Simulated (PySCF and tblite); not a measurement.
Results of a calculation; reference values are marked as such.
Stationary points of C$_{5}$H$_{6}$F$_{3}$N at GFN2-xTB, in Å:

Structure A

```
 1 C    -1.335   -0.174    2.330
 2 C    -1.265   -0.173    1.010
 3 C    -0.154    0.431    0.254
 4 N    -0.377    1.060   -1.031
 5 C     0.301   -0.208   -1.016
 6 C     1.762   -0.187   -1.387
 7 F     2.395   -1.276   -0.910
 8 F     2.419    0.874   -0.918
 9 F     1.944   -0.206   -2.717
10 H    -0.562    0.267    2.936
11 H    -2.164   -0.618    2.852
12 H    -2.051   -0.619    0.412
13 H     0.600    0.931    0.853
14 H    -1.334    1.020   -1.367
15 H    -0.187   -1.113   -1.370
```

Structure B

```
 1 C    -1.293   -0.260    2.371
 2 C    -1.319   -0.265    1.050
 3 C    -0.288    0.381    0.216
 4 N    -0.689    0.820   -1.104
 5 C     0.202   -0.304   -1.019
 6 C     1.654   -0.159   -1.393
 7 F     2.449   -0.945   -0.648
 8 F     2.099    1.099   -1.234
 9 F     1.888   -0.490   -2.672
10 H    -0.503    0.223    2.922
11 H    -2.059   -0.742    2.953
12 H    -2.114   -0.744    0.498
13 H     0.442    0.971    0.766
14 H    -0.261    1.685   -1.417
15 H    -0.214   -1.262   -1.311
```

Structure C

```
 1 C    -1.295   -0.252    2.370
 2 C    -1.297   -0.219    1.049
 3 C    -0.228    0.418    0.250
 4 N    -0.508    0.907   -1.039
 5 C     0.249   -0.261   -1.020
 6 C     1.723   -0.189   -1.373
 7 F     2.444   -1.110   -0.710
 8 F     2.269    1.002   -1.098
 9 F     1.937   -0.418   -2.681
10 H    -0.497    0.188    2.944
11 H    -2.087   -0.720    2.929
12 H    -2.102   -0.659    0.477
13 H     0.524    0.944    0.841
14 H    -0.950    1.583   -1.608
15 H    -0.183   -1.214   -1.332
```

The path came from a restrained scan, a climbing-image band and a saddle search at GFN2-xTB; energies are revPBE/pcSseg-1 + D3(BJ)//GFN2-xTB, thermal terms GFN2-xTB.

Which structure is a saddle point, and along which motion?

C: one imaginary mode (889i cm⁻¹ at GFN2-xTB, mostly on H14, N4), along the pyramidal inversion at N4.

Give their symmetry and energies above the lowest.

A C1, 0.0 kcal/mol; B C1, 0.0 kcal/mol; C C1, 15.1 kcal/mol.
